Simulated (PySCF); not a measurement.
Field gradients at the hydrogen positions

Compound: C₁₁H₁₂F₂.
Structure used (PBE0-D3(BJ)/def2-SVP), in Å, numbered top down from 1:
```
atom  x, y, z in Å
C1    -1.832   -2.433   -1.957
C2    -1.671   -1.445   -1.272
C3    -1.538   -0.263   -0.473
C4    -0.221    0.159   -0.013
C5     0.950   -0.488   -0.147
F6     1.032   -1.673   -0.751
C7     2.278   -0.007    0.347
C8     2.828   -0.956    1.413
C9     3.259    0.158   -0.816
C10   -2.702    0.407   -0.208
C11   -2.937    1.610    0.555
C12   -4.142    2.174    0.735
F13   -1.874    2.198    1.122
H14   -1.955   -3.314   -2.560
H15   -0.168    1.113    0.507
H16    2.103    0.979    0.806
H17    3.802   -0.599    1.781
H18    2.143   -1.034    2.270
H19    2.971   -1.965    0.998
H20    4.224    0.543   -0.452
H21    3.443   -0.808   -1.309
H22    2.871    0.858   -1.570
H23   -3.615   -0.018   -0.628
H24   -4.240    3.084    1.328
H25   -5.029    1.727    0.290
```

Level: PBE0/pcSseg-1 (PySCF, non-relativistic); Q(2H) = 0.00286 b; rigid geometry, the same for H and D, with no vibrational averaging.

Question: Rank these positions by the coupling χzz of a deuteron there, largest first.
A. H22 (methyl hydrogen)
B. H14 (alkyne hydrogen)
C. H15 (vinylic hydrogen)
D. H24 (vinylic hydrogen)
E. H16 (methine hydrogen)

Answer: B (231 kHz), D (209 kHz), C (204 kHz), A (196 kHz), E (189 kHz).

Question: Tabulate Vzz, the asymmetry η and χzz = 234.96 MHz × Q × Vzz for every hydrogen position.

Answer: 
| atom | bonded to | bond length (Å) | Vzz (au) | η | χzz (kHz) |
| --- | --- | --- | --- | --- | --- |
| H14 | C1 | 1.074 | 0.3436 | 0.00 | 231 |
| H15 | C4 | 1.087 | 0.3042 | 0.12 | 204 |
| H16 | C7 | 1.102 | 0.2815 | 0.03 | 189 |
| H17 | C8 | 1.100 | 0.2923 | 0.03 | 196 |
| H18 | C8 | 1.100 | 0.2916 | 0.03 | 196 |
| H19 | C8 | 1.101 | 0.2893 | 0.03 | 194 |
| H20 | C9 | 1.100 | 0.2925 | 0.03 | 197 |
| H21 | C9 | 1.100 | 0.2895 | 0.03 | 195 |
| H22 | C9 | 1.100 | 0.2915 | 0.03 | 196 |
| H23 | C10 | 1.092 | 0.2993 | 0.11 | 201 |
| H24 | C12 | 1.090 | 0.3115 | 0.07 | 209 |
| H25 | C12 | 1.089 | 0.3135 | 0.09 | 211 |

Question: How does χzz go with the bond length over the 12 C–H bonds?

Answer: A straight-line fit has a slope of -12.8 kHz for each 0.01 Å, with a correlation coefficient of -0.96, over lengths from 1.074 to 1.102 Å. The longer bonds have the smaller couplings here.

Question: A static deuteron (I = 1) shows a doublet split by (3/2)χ, (3/4)χ(1 + η) and (3/4)χ(1 − η) with the field along z, y and x of the gradient. What are these for H25?

Answer: With |χ| = 210.7 kHz and η = 0.085: 316, 172 and 145 kHz, to first order and without motion.

The structure is a single PBE0-D3(BJ)/def2-SVP conformer in the gas phase; no vibrational or solvent corrections. The basis is small and wasn't made for field gradients, so the couplings can be 20 % off.
